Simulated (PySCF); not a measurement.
# Field gradients at the hydrogen positions

C8H10FP.
Structure used (GFN2-xTB), in Å, numbered top down from 1:
```xyz
20
C8H10FP angstrom
C      3.3032    1.2816    1.0820
C      2.6050    0.3360    0.8537
C      1.7400   -0.7796    0.5596
P      1.0682   -0.6444   -1.1886
C     -0.0534    0.8207   -0.8731
C     -1.2842    0.2952   -0.1920
C     -2.2432    1.2431    0.4455
C     -1.4043   -1.0235   -0.2515
F     -2.4505   -1.7031    0.2764
C     -0.3597   -1.8294   -0.9519
H      3.9290    2.0954    1.2966
H      2.3092   -1.7121    0.6276
H      0.9074   -0.8087    1.2706
H      0.4743    1.5652   -0.2708
H     -0.3159    1.2941   -1.8245
H     -1.7444    1.8132    1.2291
H     -3.0821    0.7036    0.8776
H     -2.6193    1.9502   -0.2934
H     -0.0615   -2.7109   -0.3785
H     -0.7231   -2.1759   -1.9245
```

Level: PBE0/pcSseg-1 (PySCF, non-relativistic); Q(2H) = 0.00286 b; rigid geometry, the same for H and D, with no vibrational averaging.

Task: Rank these positions by the coupling χzz of a deuteron there, largest first.
A. H13 (methylene hydrogen)
B. H18 (methyl hydrogen)
C. H15 (methylene hydrogen)
D. H11 (alkyne hydrogen)

Result: D (267 kHz), B (209 kHz), C (204 kHz), A (199 kHz).

Task: What are Vzz, η and χzz (234.96 MHz × Q × Vzz) at all hydrogens?

Result: 
```csv
atom,bonded to,bond length (Å),Vzz (au),η,χzz (kHz)
H11,C1,1.049,0.3980,0.00,267
H12,C3,1.095,0.3008,0.03,202
H13,C3,1.095,0.2954,0.03,199
H14,C5,1.093,0.2992,0.02,201
H15,C5,1.095,0.3034,0.01,204
H16,C7,1.090,0.3103,0.02,209
H17,C7,1.087,0.3125,0.02,210
H18,C7,1.090,0.3112,0.02,209
H19,C10,1.093,0.3043,0.02,204
H20,C10,1.095,0.3020,0.01,203
```

Task: How does χzz go with the bond length over the 10 C–H bonds?

Result: A straight-line fit has a slope of -14.3 kHz for each 0.01 Å, with a correlation coefficient of -1.00, over lengths from 1.049 to 1.095 Å. The longer bonds have the smaller couplings here.

Geometry: GFN2-xTB, one conformer, isolated molecule. GFN2-xTB bond lengths can be off by several hundredths of an ångström, more for odd bonds, and the gradients follow them. The basis is small and wasn't made for field gradients, so the couplings can be 20 % off.
